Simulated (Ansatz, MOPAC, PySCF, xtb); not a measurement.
HF (SMILES F) and N2 (SMILES N#N) are pulled apart as rigid monomers along the line of their centres of mass, from the B3LYP-D3(BJ)/def2-TZVP minimum. Starting geometry (charge 0, multiplicity 1):
```xyz
4

F     -0.391    -0.207    -0.651
H     -0.283    -0.172     0.271
N      0.079    -0.057     3.369
N     -0.047    -0.097     2.287
```

Interaction energies with rigid monomers; basis-set methods are counterpoise corrected unless marked otherwise.

Frozen-core correlation. Rows in 3-21G, 6-31G* carry no dispersion term and start afresh at each structure (6-31G* with six Cartesian d functions). The state that AM1 reach isn't checked.

The values were computed with Ansatz (a first-principles code) with Gaussian orbitals; MOPAC for AM1 (differences of heats of formation); PySCF for 3-21G rows, 6-31G* rows; xtb for the GFN methods. 

```csv
H2···N4 (Å),GFN-FF (kcal/mol),AM1 (kcal/mol),HF/3-21G (no counterpoise) (kcal/mol),B3LYP/6-31G* (no counterpoise) (kcal/mol),CCSD/aug-cc-pVDZ (kcal/mol)
1.83,-0.81,4.93,…,…,-0.63
2.03,-1.71,1.74,-4.08,-2.62,-1.67
2.34,-1.63,-0.06,-3.46,-2.39,-1.77
2.84,-0.92,-0.77,-1.86,-1.36,-1.11
3.66,-0.28,-0.38,-0.60,-0.45,-0.45
```

Task: Complete the blanks.

Result: 
- 1.83, HF/3-21G (no counterpoise) (kcal/mol): -3.33
- 1.83, B3LYP/6-31G* (no counterpoise) (kcal/mol): -1.76
